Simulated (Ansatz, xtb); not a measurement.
**Isomers of C2H8GeOSi in order of energy**

4 gas-phase structures of C2H8GeOSi, from a drawn sample of its isomers (lower ones may exist). Each was relaxed with GFN2-xTB; where two conformers were screened, the lower at r2SCAN-D4/def2-SVP is listed:

A. `[CH3][GeH2][SiH2]C=O`, a singlet
B. `C[Si@@H]([GeH3])C=O`, a singlet
C. `C[SiH2][GeH2][CH]=O`, a singlet
D. `[CH3][Ge@@H]([SiH3])[CH]=O`, a singlet

Problem. Make a reasoned guess at their ranking by r2SCAN-D4/def2-SVP single-point energy.

Solution. Calculated order at r2SCAN-D4/def2-SVP: C (0.0), B (5.4), D (13.4), A (15.6) kJ/mol. Less than 1 kcal/mol parts D and A, so the order within that pair means little.

Energies above the lowest of each column, in kJ/mol; the last columns are at PBE-D3(BJ)/def2-SVP geometries:

```csv
structure,GFN2-xTB,HF/STO-3G,r2SCAN-D4/def2-SVP,PBE-D3(BJ)/def2-SVP,CCSD(T)/def2-SVP + ΔMP2/def2-TZVPP
C,4.9,9.2,0.0,0.0,0.9
B,16.1,0.0,5.4,0.9,0.0
D,0.0,16.5,13.4,13.1,8.6
A,9.8,15.4,15.6,11.7,9.1
```

CCSD(T)/def2-SVP + ΔMP2/def2-TZVPP puts B lowest, with C within 1 kcal/mol; GFN2-xTB picks D. CCSD(T)/def2-SVP + ΔMP2/def2-TZVPP orders those it was run on as B (0.0), C (0.9), D (8.6), A (9.1) kJ/mol. Less than 1 kcal/mol parts B and C; D and A, so the order within those pairs means little. Flexible structures stand in one conformer each, not always the lowest. ΔMP2 is the change of the MP2 energy from the smaller to the larger basis.

Over these structures GFN2-xTB departs from r2SCAN-D4/def2-SVP by 8.7 kJ/mol on average once a common shift is removed. A GFN2-xTB relaxation took about 0.18 s and the r2SCAN-D4/def2-SVP energy about 5.4 s on a shared host (Ansatz 0.2.0, xtb 6.7.1).
